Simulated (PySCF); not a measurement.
Radial density of Ir²⁺ (iridium, charge +2)

UHF, [Xe] 4f14 5d6 6p1, one real determinant (an excited configuration). Calculation: PySCF 2.14, in x2c-TZVPPall (11s7p7d3f1g, 97 functions); scalar relativity by spin-free X2C-1e.

```csv
r (bohr),4πr²ρ (e/bohr),4πr²(ρα − ρβ)
0.0135,106.4,-0.0001
0.0227,93.30,0.0040
0.0383,124.4,0.0259
0.0643,136.1,0.1487
0.108,113.5,0.3210
0.182,118.3,-0.0069
0.306,72.82,0.4523
0.515,64.43,0.0590
0.866,21.43,1.5818
1.46,8.986,3.0684
2.45,1.505,1.0336
4.12,0.2427,0.2275
6.93,0.005421,0.0054
```

Densities and radii are taken from the X2C orbitals without a picture-change correction, which distorts them close to the nucleus.

⟨L²⟩ = 8.09 against 12 for a pure F term, so this real determinant mixes terms. Spin-orbit coupling, absent here, splits the open shell strongly.

Where is the radial spin density 4πr²(ρα − ρβ) most negative, and why is it negative at all?

Around r = 0.182 bohr, down to -0.0069 e/bohr: exchange with the open shell polarises the paired shells in an unrestricted calculation.
